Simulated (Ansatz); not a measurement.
Cost and result for the atomization energy of `[NH2][Al]([OH])[SiH3]` (10 atoms, 9 bonds).

Cartesian coordinates in Å:
```
N 1.529 -0.343 1.340
Al 0.159 -0.618 0.266
O -0.397 -2.220 0.154
Si -0.853 1.233 -0.974
H 1.993 -1.056 1.879
H 1.956 0.555 1.498
H -1.129 -2.492 -0.394
H -0.796 1.004 -2.446
H -0.170 2.529 -0.699
H -2.292 1.407 -0.622
```

The species carries charge 0 and has multiplicity 1. The geometry is a stationary point of PBE0-D4/def2-TZVP. It is one conformer, not always the lowest. Program: Ansatz. All runs use 2 threads of an Arm Neoverse V1 on a shared host. Times are those of one run each, without the atoms' runs, and a repeat can differ threefold. Electronic energies, without spin–orbit coupling; frozen cores. CCSD(T)/CBS adds CCSD(T) − MP2 in def2-TZVPP to the MP2 limit, and its time is that of the two runs behind it. T1 = 0.013. B3LYP takes the VWN-RPA correlation (the form of Gaussian; ORCA's B3LYP/G). HSE06 is the plane-wave form, built on full-range PBE exchange.

CCSD(T)/CBS is a level of theory with its own doubt, some kJ/mol a heavy atom from the limit and from the frozen cores, so smaller differences don't rank the functionals.

```
                            level  functions  atomization (kJ/mol)  difference from CCSD(T)/CBS  per bond
           LDA (SPW92)/def2-TZVPP        230                3689.4                        392.1      43.6
               ωB97X-V/def2-TZVPP        230                3300.0                          2.7       0.3
          CAM-B3LYP-D4/def2-TZVPP        230                3297.6                          0.3       0.0
 ωB97M-V/def2-TZVPP (with forces)        230                3286.4                        -10.9      -1.2
              HSE06-D4/def2-TZVPP        230                3237.4                        -59.9      -6.7
                 CCSD(T)/def2-SVP         94                3031.1                       -266.2     -29.6
              BHLYP-D4/def2-TZVPP        230                3191.6                       -105.7     -11.7
             revPBE-D4/def2-TZVPP        230                3214.5                        -82.8      -9.2
              PBE-QIDH/def2-TZVPP        230                3222.8                        -74.5      -8.3
                CCSD(T)/CBS(def2)          –                3297.3                          0.0       0.0
B3LYP-D4/def2-TZVPP (with forces)        230                3279.1                        -18.2      -2.0
               CCSD(T)/def2-TZVPP        230                3193.9                       -103.4     -11.5
                   MP2/def2-QZVPP        434                3284.2                        -13.1      -1.5
```

Q: Order the runs by time, with rough figures. (Estimate.)

A: The calculation gave: LDA (SPW92)/def2-TZVPP 1.8 s; revPBE-D4/def2-TZVPP 2.9 s; CCSD(T)/def2-SVP 4.1 s; BHLYP-D4/def2-TZVPP 4.2 s; HSE06-D4/def2-TZVPP 4.4 s; CAM-B3LYP-D4/def2-TZVPP 4.6 s; B3LYP-D4/def2-TZVPP (with forces) 6.5 s; PBE-QIDH/def2-TZVPP 8 s; ωB97X-V/def2-TZVPP 12 s; ωB97M-V/def2-TZVPP (with forces) 17 s; MP2/def2-QZVPP 27 s; CCSD(T)/def2-TZVPP 2 min; CCSD(T)/CBS(def2) 2.4 min.

From r2SCAN to r2SCAN0 (25 % exact exchange), in def2-TZVPP and without D4, the atomization energy moves by −56.0 kJ/mol: exact exchange takes away binding that semilocal exchange gives to molecules. In def2-TZVPP, CCSD(T) changes the Hartree–Fock value by +853.5 kJ/mol (the triples alone add +42.1 kJ/mol) and MP2 by +881.5 kJ/mol; breaking electron pairs costs correlation energy, which Hartree–Fock lacks. At CCSD(T), def2-SVP lies −266.3 kJ/mol from the extrapolated value and def2-TZVPP −103.5 kJ/mol: correlation converges slowly with the basis, and small sets miss more of it in the bonded molecule than in its fragments.
